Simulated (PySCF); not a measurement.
Correlation energy of Xe²⁺ (xenon, charge +2)

[Kr] 4d10 5s2 5p4, high-spin 3P determinant. Calculation: PySCF 2.14, in cc-pVDZ-PP with ECP28MDF; a scalar-relativistic core potential. Frozen: 4s2 4p6 4d10; 6 electrons correlated.

MP2 pair energies summed by pair of shells (mhartree):

```
 pair  energy  share (%)
5p-5p  -30.24       49.9
5s-5p  -26.31       43.4
5s-5s   -4.11        6.8
```

Total MP2 correlation energy: -60.66 mhartree.

Same-spin part -15.15 and opposite-spin part -45.51 mhartree; SCS-MP2 scales them by 1/3 and 6/5 to -59.66 mhartree.

| level | correlation energy (mhartree) |
| --- | --- |
| CCSD | -73.88 |
| (T) | -0.65 |
| CCSD(T) | -74.53 |

Diagnostics: T1 = 0.0060, D1 = 0.0188, largest double amplitude 0.054.

Cost of the coupled-cluster step: 0.13 s of wall time on 1 thread of Neoverse-V1 (shared host), for 6 correlated electrons.

Iterations:

```
CC2 = 0
CCSD nocc = (np.int64(4), np.int64(2)), nmo = (14, 14)
frozen orbitals [[0, 1, 2, 3, 4, 5, 6, 7, 8], [0, 1, 2, 3, 4, 5, 6, 7, 8]]
max_cycle = 100
direct = 0
conv_tol = 1e-08
conv_tol_normt = 1e-06
diis_space = 8
diis_start_cycle = 0
Init t2, MP2 energy = -0.0606631426835005
Init E_corr(UCCSD) = -0.0606631426841099
cycle = 1  E_corr(UCCSD) = -0.070903367818144  dE = -0.0102402251  norm(t1,t2) = 0.0334201
cycle = 2  E_corr(UCCSD) = -0.0730250173264873  dE = -0.00212164951  norm(t1,t2) = 0.0100624
cycle = 3  E_corr(UCCSD) = -0.073893775085828  dE = -0.000868757759  norm(t1,t2) = 0.00363083
cycle = 4  E_corr(UCCSD) = -0.0738803078720213  dE = 1.34672138e-05  norm(t1,t2) = 0.000346023
cycle = 5  E_corr(UCCSD) = -0.0738831420549761  dE = -2.83418295e-06  norm(t1,t2) = 5.76125e-05
cycle = 6  E_corr(UCCSD) = -0.0738828466351481  dE = 2.95419828e-07  norm(t1,t2) = 8.83624e-06
cycle = 7  E_corr(UCCSD) = -0.0738829189194738  dE = -7.22843257e-08  norm(t1,t2) = 1.49805e-06
cycle = 8  E_corr(UCCSD) = -0.0738828920223126  dE = 2.68971612e-08  norm(t1,t2) = 2.39266e-07
cycle = 9  E_corr(UCCSD) = -0.073882895627042  dE = -3.60472939e-09  norm(t1,t2) = 3.76222e-08
UCCSD converged
E(UCCSD) = -327.1983389543788  E_corr = -0.07388289562704203
UCCSD(T) correction = -0.000646529230306013
```
